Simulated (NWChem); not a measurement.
The numbers come from NWChem runs, not from measurements. System: diantimony (Sb2), charge 0, spin multiplicity 1, optimised in this run. Level: PBE/def2-SVP with def2 effective core potentials on Sb.

Input file:

```
start mol
memory heap 200 mb stack 900 mb global 1100 mb
geometry units angstroms
  Sb     0.000000     0.000000     1.267221
  Sb     0.000000     0.000000    -1.267221
  symmetry group D2h
end
basis spherical
  * library def2-svp
end
ecp
  Sb library def2-ecp
end
dft
  xc xpbe96 cpbe96
  semidirect memsize 60000000 filesize 0
  iterations 100
  grid fine
  convergence energy 1e-8
end
driver
  maxiter 80
end
task dft optimize
task dft freq numerical
```

NWChem printed:

```
             Northwest Computational Chemistry Package (NWChem) 7.3.0
             --------------------------------------------------------

                                NWChem Input Module
                                -------------------

 Scaling coordinates for geometry "geometry" by  1.889725989
 (inverse scale =  0.529177249)

 Turning off AUTOSYM since
 SYMMETRY directive was detected!

          ------
          auto-z
          ------

                             Geometry "geometry" -> ""
                             -------------------------

 Output coordinates in angstroms (scale by  1.889725989 to convert to a.u.)

  No.       Tag          Charge          X              Y              Z
 ---- ---------------- ---------- -------------- -------------- --------------
    1 Sb                  51.0000     0.00000000     0.00000000     1.26722100
    2 Sb                  51.0000     0.00000000     0.00000000    -1.26722100

 Effective nuclear repulsion energy (a.u.)     543.0741854216

            Nuclear Dipole moment (a.u.)
            ----------------------------
        X                 Y               Z
 ---------------- ---------------- ----------------
     0.0000000000     0.0000000000     0.0000000000

      Symmetry information
      --------------------

 Group name             D2h
 Group number             26
 Group order               8
 No. of unique centers     1

      Symmetry unique atoms

     1


 Summary of "ao basis" -> "" (spherical)
 ------------------------------------------------------------------------------
       Tag                 Description            Shells   Functions and Types
 ---------------- ------------------------------  ------  ---------------------
 *                          def2-svp                  on all atoms

                           NWChem Geometry Optimization
                           ----------------------------

 maximum gradient threshold         (gmax) =   0.000450
 rms gradient threshold             (grms) =   0.000300
 maximum cartesian step threshold   (xmax) =   0.001800
 rms cartesian step threshold       (xrms) =   0.001200
[...]
 Dependent rotation vector no.                    3
  found in ECKART; assuming linear geometry
 Projected Nuclear Hessian trans-rot subspace norm:0.0000D+00
                         (should be close to zero!)

          --------------------------------------------------------
          MASS-WEIGHTED PROJECTED HESSIAN (Hartree/Bohr/Bohr/Kamu)
          --------------------------------------------------------

               1            2            3            4            5            6
   ----- ----- ----- ----- -----
    1    0.00000D+00
    2    0.00000D+00  0.00000D+00
    3    0.00000D+00  0.00000D+00  1.46474D+00
    4    0.00000D+00  0.00000D+00  0.00000D+00  0.00000D+00
    5    0.00000D+00  0.00000D+00  0.00000D+00  0.00000D+00  0.00000D+00
    6    0.00000D+00  0.00000D+00 -1.46474D+00  0.00000D+00  0.00000D+00  1.46474D+00

 center of mass
 --------------
 x =   0.00000000 y =   0.00000000 z =   0.00000000

 moments of inertia (a.u.)
 ------------------
        1366.646754629638           0.000000000000           0.000000000000
           0.000000000000        1366.646754629638           0.000000000000
           0.000000000000           0.000000000000           0.000000000000

 Rotational Constants
 --------------------
 A=   0.000000 cm-1  (  0.000000 K)
 B=   0.044050 cm-1  (  0.063376 K)
 C=   0.044050 cm-1  (  0.063376 K)

 Temperature                      =   298.15K
 frequency scaling parameter      =   1.0000

 Linear Molecule

 Zero-Point correction to Energy  =    0.398 kcal/mol  (  0.000634 au)
 Thermal correction to Energy     =    2.159 kcal/mol  (  0.003441 au)
 Thermal correction to Enthalpy   =    2.751 kcal/mol  (  0.004385 au)

 Total Entropy                    =   61.281 cal/mol-K
   - Translational                =   42.331 cal/mol-K (mol. weight = 241.8076)
   - Rotational                   =   17.406 cal/mol-K (symmetry #  =        2)
   - Vibrational                  =    1.544 cal/mol-K

 Cv (constant volume heat capacity) =    6.679 cal/mol-K
   - Translational                  =    2.979 cal/mol-K
   - Rotational                     =    1.986 cal/mol-K
   - Vibrational                    =    1.713 cal/mol-K


 ----------------------------------------------------------------------------
 Normal Eigenvalue ||    Projected Derivative Dipole Moments (debye/angs)
  Mode   [cm**-1]  ||      [d/dqX]             [d/dqY]           [d/dqZ]
 ------ ---------- || ------------------ ------------------ -----------------
    1        0.000 ||      -0.000               0.000             0.000
    2        0.000 ||       0.000              -0.000             0.000
    3        0.000 ||      -0.000               0.000             0.000
    4        0.000 ||       0.000              -0.000             0.000
    5        0.000 ||       0.000               0.000             0.000
    6      278.227 ||       0.000               0.000             0.000
 ----------------------------------------------------------------------------

 ----------------------------------------------------------------------------
 Normal Eigenvalue ||           Projected Infra Red Intensities
  Mode   [cm**-1]  || [atomic units] [(debye/angs)**2] [(KM/mol)] [arbitrary]
 ------ ---------- || -------------- ----------------- ---------- -----------
    1        0.000 ||    0.000000           0.000         0.000       0.256
    2        0.000 ||    0.000000           0.000         0.000       0.267
    3        0.000 ||    0.000000           0.000         0.000       0.256
    4        0.000 ||    0.000000           0.000         0.000       0.267
    5        0.000 ||    0.000000           0.000         0.000      58.955
    6      278.227 ||    0.000000           0.000         0.000       0.000
 ----------------------------------------------------------------------------

 Task  times  cpu:       25.0s     wall:       25.0s

 Total times  cpu:       32.8s     wall:       32.8s
```
